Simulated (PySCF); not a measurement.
# HgI₃⁻, singlet: computed properties

Computed with PBE0 in PySCF with Hg def2-SVPD with ECP60, I def2-SVPD with ECP28; scalar-relativistic core potentials, no spin–orbit coupling; density-fitted integrals.

The structure is a minimum.

| Quantity | Value |
| --- | --- |
| Point group | D3h |
| Bond lengths | Hg–I 2.762 Å (×3) |
| Bond angles | I–Hg–I 120.0° (×3) |
| Dipole moment about the centre of mass | 0.00 D |
| Lowest empty level | 1.00 eV |
| Principal quadrupole moments (Buckingham, traceless) about the centre of mass | -11.44, -11.44, 22.88 D Å |
| Rotational constants | 0.01161, 0.01161, 0.005803 cm⁻¹ |
| Zero-point energy | 3.3 kJ/mol |
| Heat capacity Cp at 298.15 K | 82.1 J/(mol K) |
| Enthalpy at 298.15 K above 0 K | 21.84 kJ/mol |
| Entropy at 298.15 K and 1 bar | 416.3 J/(mol K) |
| Principal polarisabilities | 121.8, 215.8, 215.8 bohr³ |
| Rotational symmetry number | 6 |
| Highest occupied level | -3.48 eV |

Harmonic modes (masses in u: Hg 201.971, I 126.904):
```
symmetry  ω (cm⁻¹)  IR (km/mol, summed over degenerate members)
      e'        36                                          4.4
    a2''        53                                          1.9
     a1'       123                                          0.0
      e'       148                                         69.5
```

In D3h the vibrations span 2e' + a2'' + a1'. The a1' mode carries no infrared intensity, as symmetry demands.

Charges (e); Mulliken and Löwdin values are unreliable with diffuse functions:
| atom | Mulliken | Löwdin | polar tensor | Mayer order to Hg1 |
| --- | --- | --- | --- | --- |
| Hg1 | 0.57 | 0.15 | 1.23 | – |
| I2,3,4 | -0.52 | -0.38 | -0.74 | 0.68 |

Mulliken populations on Hg1 (electrons outside its core potential): s 2.92, p 6.48, d 10.02, f 0.00.

Outer orbital energies (eV). occupied: -4.47, -4.47, -4.01, -3.67, -3.67, -3.58, -3.48, -3.48; empty: 1.00, 3.08, 3.24, 3.24.

Counting electrons, mercury keeps none of its valence electrons outside its bonds, so the VSEPR class is AX3 and the expected shape is trigonal planar (D3h), as computed.

Other isomers or separated fragments may lie lower. The lowest empty level of this anion is unbound, so it and the gap depend on the basis. With an element this heavy the missing spin–orbit coupling can shift these numbers.

The final relaxation and frequency run took 120 s on 2 threads of a shared Intel Xeon Processor host, with 140 basis functions and 8 gradients; the process peaked at 1.5 GiB.
